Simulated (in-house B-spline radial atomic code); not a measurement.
Radial electron density of Tm⁵⁺, [Kr] 4d10 4f11 5s2 5p4 6p1. Computed with a B-spline radial code for spherical atoms: scalar-relativistic (X2C) r2SCAN0, spin-polarised, spherical fractional occupations, exact exchange averaged over the configuration, Fermi nucleus of rms radius 5.2256 fm.

One-electron X2C: radii and densities carry no picture-change correction, so inner-shell <1/r> comes out high (for 1s by about 2 % at Z = 33, 5 % at 54, 10 % at 75, 30 % at 118) and <r> low.

Columns: r (bohr), 4πr²n(r) (electrons per bohr), bar.

```
0.000452      2.9 #
0.000565    4.006 #
0.000705    5.497 ##
0.000881    7.526 ###
  0.0011    10.23 ####
 0.00137    13.78 #####
 0.00172    18.59 #######
 0.00214    24.52 #########
 0.00268    32.17 ###########
 0.00334    41.26 ###############
 0.00417    51.91 ##################
 0.00521    63.65 ######################
 0.00651    75.49 ###########################
 0.00813    85.94 ##############################
  0.0101    93.08 #################################
  0.0127    95.62 ##################################
  0.0158    92.83 #################################
  0.0198    86.59 ###############################
  0.0247    81.92 #############################
  0.0308    84.55 ##############################
  0.0385    97.32 ##################################
  0.0481    114.9 #########################################
  0.0601    124.7 ############################################
   0.075    117.4 #########################################
  0.0937    100.4 ###################################
   0.117    94.47 #################################
   0.146    105.9 #####################################
   0.182      111 #######################################
   0.228    88.09 ###############################
   0.285    58.17 #####################
   0.355    53.06 ###################
   0.444     62.1 ######################
   0.554    55.96 ####################
   0.692    36.28 #############
   0.864    20.84 #######
    1.08    13.16 #####
    1.35    7.829 ###
    1.68    3.473 #
     2.1    1.221 
    2.63   0.6675 
    3.28   0.4174 
     4.1   0.1432 
    5.11  0.02195 
    6.39 0.001247 
    7.98 2.199e-05 
    9.96 1.31e-07
```

On this grid the curve has 4 maxima, near 0.0127, 0.0601, 0.182, 0.444 bohr.

The 4f down radial function P(r) = rR(r), positive near the nucleus:

```tsv
r (bohr)	P
0.0247	0.001448
0.0385	0.006654
0.0601	0.02784
0.0937	0.1005
0.146	0.2966
0.228	0.6726
0.355	1.088
0.554	1.195
0.864	0.8725
1.35	0.4171
2.1	0.1134
3.28	0.01192
```
